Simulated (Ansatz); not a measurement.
Input file for Ansatz (an electronic-structure program): R-CCSD(T)/def2-SVP on H2Te (SMILES [TeH2]). Elements past Kr take the def2 small-core potentials; no spin–orbit coupling. The run froze 9 orbitals, filled d shells among them.

Ansatz 0.2 input:
```yaml
crystal:
  periodic: [false, false, false]
  atoms:
    - {symbol: Te, position_ang: [-0.00012841, 0.04489709, 0.00000000]}
    - {symbol: H, position_ang: [-1.17816229, -1.13099137, -0.00000000]}
    - {symbol: H, position_ang: [1.18461284, -1.12423321, -0.00000000]}
basis:
  gaussian:
    orbitals: def2-SVP
magnetization: {spin_polarized: false}
correlation: {method: ccsd_t, electrons: outside_noble_gas}
accuracy: high
phonons: {}
scf: {lower_state_search: off}
```

It printed:

```
WARN ansatz: RAYON_NUM_THREADS=2 ignored (pool sized by the plan → 2); use --threads N
Functional definition: HF
these checks for a lower state are left out or cut short: starts, cluster_reference, orbital_swaps, neighbouring_geometries, increment
integrals: 0.02 GiB planned
846 factors; integrals over basis functions are off by at most 1.0e-9 eV
mean field: 0.08 GiB planned
mean field evaluation 1: about -7296.0410 eV, gradient 8.5e0 eV
mean field evaluation 2: about -7296.0446 eV, gradient 8.5e0 eV
mean field evaluation 4: about -7296.4595 eV, gradient 7.9e-1 eV
mean field evaluation 8: about -7296.4639 eV, gradient 9.7e-4 eV
mean field -7296.46388923 eV, -268.1401022085 hartree, gradient 1.9e-8 eV, S^2 0.000000; 0 other end points of the search recorded, 0 dependent functions left out
9 core orbitals not correlated
reference -7296.46388923 eV, -268.1401022085 hartree; 4, 4 occupied and 23, 23 virtual orbitals, 846 factors
densities: 0.08 GiB planned
second order -3.01149403 eV of doubles, -0.00000000 eV of singles
coupled cluster: 0.07 GiB planned
cycle   1  -3.44565412 eV  change   -4.3e-1 eV  update   5.2e-2
cycle   2  -3.60330522 eV  change   -1.6e-1 eV  update   1.9e-2
cycle   3  -3.61088756 eV  change   -7.6e-3 eV  update   4.2e-3
cycle   4  -3.61104691 eV  change   -1.6e-4 eV  update   1.3e-3
cycle   5  -3.61076421 eV  change    2.8e-4 eV  update   3.9e-4
cycle   6  -3.61074561 eV  change    1.9e-5 eV  update   1.0e-4
cycle   7  -3.61075702 eV  change   -1.1e-5 eV  update   2.4e-5
cycle   8  -3.61075720 eV  change   -1.8e-7 eV  update   5.7e-6
cycle   9  -3.61075608 eV  change    1.1e-6 eV  update   1.2e-6
cycle  10  -3.61075635 eV  change   -2.7e-7 eV  update   2.1e-7
cycle  11  -3.61075634 eV  change    1.2e-8 eV  update   5.4e-8
cycle  12  -3.61075638 eV  change   -4.5e-8 eV  update   2.1e-8
cycle  13  -3.61075637 eV  change    9.9e-9 eV  update   1.3e-8
cycle  14  -3.61075621 eV  change    1.6e-7 eV  update   7.7e-8
cycle  15  -3.61075621 eV  change   -6.9e-9 eV  update   2.3e-8
cycle  16  -3.61075623 eV  change   -1.2e-8 eV  update   5.0e-9
cycle  17  -3.61075623 eV  change   -2.6e-9 eV  update   1.8e-9
cycle  18  -3.61075623 eV  change  -7.7e-10 eV  update  8.7e-10
perturbative correction -0.07481062 eV, -0.0027492395 hartree
the calculation of the forces begins
mean field evaluation 16: about -7296.4599 eV, gradient 5.1e-2 eV
these checks for a lower state are left out or cut short: starts, cluster_reference, orbital_swaps, neighbouring_geometries, increment
integrals: 0.02 GiB planned
846 factors; integrals over basis functions are off by at most 1.0e-9 eV
mean field: 0.08 GiB planned
mean field -7296.46462393 eV, -268.1401292079 hartree, gradient 1.1e-8 eV, S^2 0.000000; 0 other end points of the search recorded, 0 dependent functions left out
9 core orbitals not correlated
reference -7296.46462393 eV, -268.1401292079 hartree; 4, 4 occupied and 23, 23 virtual orbitals, 846 factors
densities: 0.08 GiB planned
second order -3.01109307 eV of doubles, -0.00000000 eV of singles
coupled cluster: 0.07 GiB planned
cycle   1  -3.44516183 eV  change   -4.3e-1 eV  update   5.2e-2
cycle   2  -3.60262953 eV  change   -1.6e-1 eV  update   1.9e-2
cycle   3  -3.61018488 eV  change   -7.6e-3 eV  update   4.2e-3
cycle   4  -3.61034205 eV  change   -1.6e-4 eV  update   1.3e-3
cycle   5  -3.61006003 eV  change    2.8e-4 eV  update   3.9e-4
cycle   6  -3.61004144 eV  change    1.9e-5 eV  update   1.0e-4
cycle   7  -3.61005309 eV  change   -1.2e-5 eV  update   2.4e-5
cycle   8  -3.61005310 eV  change   -6.2e-9 eV  update   5.7e-6
cycle   9  -3.61005203 eV  change    1.1e-6 eV  update   1.2e-6
cycle  10  -3.61005240 eV  change   -3.7e-7 eV  update   2.1e-7
cycle  11  -3.61005237 eV  change    3.1e-8 eV  update   5.4e-8
cycle  12  -3.61005238 eV  change   -1.1e-8 eV  update   2.0e-8
cycle  13  -3.61005238 eV  change   9.8e-10 eV  update   1.5e-8
cycle  14  -3.61005219 eV  change    1.9e-7 eV  update   6.8e-8
cycle  15  -3.61005219 eV  change    4.2e-9 eV  update   2.1e-8
cycle  16  -3.61005220 eV  change   -9.5e-9 eV  update   4.7e-9
cycle  17  -3.61005220 eV  change   -2.4e-9 eV  update   1.2e-9
cycle  18  -3.61005220 eV  change  -3.3e-10 eV  update  3.0e-10
perturbative correction -0.07474205 eV, -0.0027467198 hartree
the calculation of the forces begins
these checks for a lower state are left out or cut short: starts, cluster_reference, orbital_swaps, neighbouring_geometries, increment
integrals: 0.02 GiB planned
846 factors; integrals over basis functions are off by at most 1.0e-9 eV
mean fiel
[...]
041162 eV  change    2.8e-4 eV  update   3.9e-4
cycle   6  -3.61039319 eV  change    1.8e-5 eV  update   1.0e-4
cycle   7  -3.61040467 eV  change   -1.1e-5 eV  update   2.4e-5
cycle   8  -3.61040469 eV  change   -2.4e-8 eV  update   5.6e-6
cycle   9  -3.61040364 eV  change    1.0e-6 eV  update   1.2e-6
cycle  10  -3.61040390 eV  change   -2.6e-7 eV  update   2.1e-7
cycle  11  -3.61040402 eV  change   -1.2e-7 eV  update   6.3e-8
cycle  12  -3.61040400 eV  change    2.3e-8 eV  update   2.1e-8
cycle  13  -3.61040399 eV  change    4.2e-9 eV  update   1.4e-8
cycle  14  -3.61040375 eV  change    2.4e-7 eV  update   7.6e-8
cycle  15  -3.61040373 eV  change    2.3e-8 eV  update   2.1e-8
cycle  16  -3.61040372 eV  change   4.3e-10 eV  update   5.5e-9
cycle  17  -3.61040372 eV  change   1.3e-11 eV  update   1.7e-9
cycle  18  -3.61040372 eV  change   2.1e-10 eV  update  4.7e-10
perturbative correction -0.07477004 eV, -0.0027477482 hartree
the calculation of the forces begins
these checks for a lower state are left out or cut short: starts, cluster_reference, orbital_swaps, neighbouring_geometries, increment
integrals: 0.02 GiB planned
846 factors; integrals over basis functions are off by at most 1.0e-9 eV
mean field: 0.08 GiB planned
mean field -7296.46346265 eV, -268.1400865319 hartree, gradient 1.9e-8 eV, S^2 0.000000; 0 other end points of the search recorded, 0 dependent functions left out
9 core orbitals not correlated
reference -7296.46346265 eV, -268.1400865319 hartree; 4, 4 occupied and 23, 23 virtual orbitals, 846 factors
densities: 0.08 GiB planned
second order -3.01159284 eV of doubles, -0.00000000 eV of singles
coupled cluster: 0.07 GiB planned
cycle   1  -3.44583814 eV  change   -4.3e-1 eV  update   5.2e-2
cycle   2  -3.60363936 eV  change   -1.6e-1 eV  update   1.9e-2
cycle   3  -3.61124095 eV  change   -7.6e-3 eV  update   4.2e-3
cycle   4  -3.61140382 eV  change   -1.6e-4 eV  update   1.3e-3
cycle   5  -3.61112057 eV  change    2.8e-4 eV  update   3.9e-4
cycle   6  -3.61110197 eV  change    1.9e-5 eV  update   1.0e-4
cycle   7  -3.61111331 eV  change   -1.1e-5 eV  update   2.5e-5
cycle   8  -3.61111364 eV  change   -3.3e-7 eV  update   5.7e-6
cycle   9  -3.61111236 eV  change    1.3e-6 eV  update   1.2e-6
cycle  10  -3.61111293 eV  change   -5.7e-7 eV  update   2.1e-7
cycle  11  -3.61111272 eV  change    2.2e-7 eV  update   6.5e-8
cycle  12  -3.61111274 eV  change   -2.0e-8 eV  update   2.2e-8
cycle  13  -3.61111273 eV  change    8.7e-9 eV  update   1.5e-8
cycle  14  -3.61111246 eV  change    2.7e-7 eV  update   7.3e-8
cycle  15  -3.61111244 eV  change    2.3e-8 eV  update   2.2e-8
cycle  16  -3.61111245 eV  change   -8.7e-9 eV  update   5.1e-9
cycle  17  -3.61111245 eV  change  -9.1e-10 eV  update   1.3e-9
cycle  18  -3.61111245 eV  change   2.7e-10 eV  update  5.6e-10
perturbative correction -0.07485155 eV, -0.0027507437 hartree
the calculation of the forces begins
these checks for a lower state are left out or cut short: starts, cluster_reference, orbital_swaps, neighbouring_geometries, increment
integrals: 0.02 GiB planned
846 factors; integrals over basis functions are off by at most 1.0e-9 eV
mean field: 0.08 GiB planned
mean field evaluation 64: about -7296.4643 eV, gradient 1.4e-5 eV
mean field -7296.46434965 eV, -268.1401191284 hartree, gradient 7.1e-9 eV, S^2 0.000000; 0 other end points of the search recorded, 0 dependent functions left out
9 core orbitals not correlated
reference -7296.46434965 eV, -268.1401191284 hartree; 4, 4 occupied and 23, 23 virtual orbitals, 846 factors
densities: 0.08 GiB planned
second order -3.01124793 eV of doubles, -0.00000000 eV of singles
coupled cluster: 0.07 GiB planned
cycle   1  -3.44535181 eV  change   -4.3e-1 eV  update   5.2e-2
cycle   2  -3.60288995 eV  change   -1.6e-1 eV  update   1.9e-2
cycle   3  -3.61045589 eV  change   -7.6e-3 eV  update   4.2e-3
cycle   4  -3.61061436 eV  change   -1.6e-4 eV  update   1.3e-3
cycle   5  -3.61033155 eV  change    2.8e-4 eV  update   3.9e-4
cycle   6  -3.61031328 eV  change    1.8e-5 eV  update   1.0e-4
cycle   7  -3.61032464 eV  change   -1.1e-5 eV  update   2.4e-5
cycle   8  -3.61032488 eV  change   -2.4e-7 eV  update   5.7e-6
cycle   9  -3.61032355 eV  change    1.3e-6 eV  update   1.2e-6
cycle  10  -3.61032404 eV  change   -4.9e-7 eV  update   2.1e-7
cycle  11  -3.61032404 eV  change    1.0e-9 eV  update   5.8e-8
cycle  12  -3.61032405 eV  change   -6.2e-9 eV  update   2.1e-8
cycle  13  -3.61032406 eV  change   -1.3e-8 eV  update   1.3e-8
cycle  14  -3.61032380 eV  change    2.6e-7 eV  update   8.4e-8
cycle  15  -3.61032379 eV  change    1.3e-8 eV  update   2.3e-8
cycle  16  -3.61032379 eV  change   -4.0e-9 eV  update   4.7e-9
cycle  17  -3.61032379 eV  change  -8.5e-10 eV  update   1.1e-9
cycle  18  -3.61032379 eV  change   3.6e-10 eV  update  3.6e-10
perturbative correction -0.07476849 eV, -0.0027476914 hartree
the calculation of the forces begins
these checks for a lower state are left out or cut short: starts, cluster_reference, orbital_swaps, neighbouring_geometries, increment
integrals: 0.02 GiB planned
846 factors; integrals over basis functions are off by at most 1.0e-9 eV
mean field: 0.08 GiB planned
mean field -7296.46339833 eV, -268.1400841679 hartree, gradient 7.3e-9 eV, S^2 0.000000; 0 other end points of the search recorded, 0 dependent functions left out
9 core orbitals not correlated
reference -7296.46339833 eV, -268.1400841679 hartree; 4, 4 occupied and 23, 23 virtual orbitals, 846 factors
densities: 0.08 GiB planned
second order -3.01174108 eV of doubles, -0.00000000 eV of singles
coupled cluster: 0.07 GiB planned
cycle   1  -3.44595760 eV  change   -4.3e-1 eV  update   5.2e-2
cycle   2  -3.60372224 eV  change   -1.6e-1 eV  update   1.9e-2
cycle   3  -3.61132115 eV  change   -7.6e-3 eV  update   4.2e-3
cycle   4  -3.61148258 eV  change   -1.6e-4 eV  update   1.3e-3
cycle   5  -3.61119845 eV  change    2.8e-4 eV  update   3.9e-4
cycle   6  -3.61118015 eV  change    1.8e-5 eV  update   1.0e-4
cycle   7  -3.61119133 eV  change   -1.1e-5 eV  update   2.5e-5
cycle   8  -3.61119155 eV  change   -2.2e-7 eV  update   5.7e-6
cycle   9  -3.61119045 eV  change    1.1e-6 eV  update   1.2e-6
cycle  10  -3.61119074 eV  change   -2.9e-7 eV  update   2.1e-7
cycle  11  -3.61119091 eV  change   -1.7e-7 eV  update   5.9e-8
cycle  12  -3.61119087 eV  change    3.5e-8 eV  update   2.0e-8
cycle  13  -3.61119089 eV  change   -1.6e-8 eV  update   1.1e-8
cycle  14  -3.61119068 eV  change    2.1e-7 eV  update   7.4e-8
cycle  15  -3.61119065 eV  change    2.3e-8 eV  update   2.3e-8
cycle  16  -3.61119065 eV  change    3.9e-9 eV  update   4.9e-9
cycle  17  -3.61119065 eV  change   -1.5e-9 eV  update   1.3e-9
cycle  18  -3.61119065 eV  change   -1.3e-9 eV  update  4.1e-10
cycle  19  -3.61119065 eV  change  -2.5e-10 eV  update  1.2e-10
perturbative correction -0.07485295 eV, -0.0027507951 hartree
the calculation of the forces begins
Total energy: -7300.14945608 eV, -268.2755442919 hartree
Atom 0 at    -0.000128     0.044897     0.000000 Å, force     0.000000    -0.000001     0.000000 eV/Å
Atom 1 at    -1.178162    -1.130991    -0.000000 Å, force     0.000001     0.000001    -0.000000 eV/Å
Atom 2 at     1.184613    -1.124233     0.000000 Å, force    -0.000001     0.000001     0.000000 eV/Å
Dipole moment:     0.000183    -0.063969     0.000000 e Å
Vibrations: 916.67 2141.84 2150.61 cm⁻¹, zero-point energy 0.322924 eV
Checks for a lower state left out: starts, cluster_reference, orbital_swaps, neighbouring_geometries, increment
```

The run converged.

Cost: around 18 core-seconds (rough).
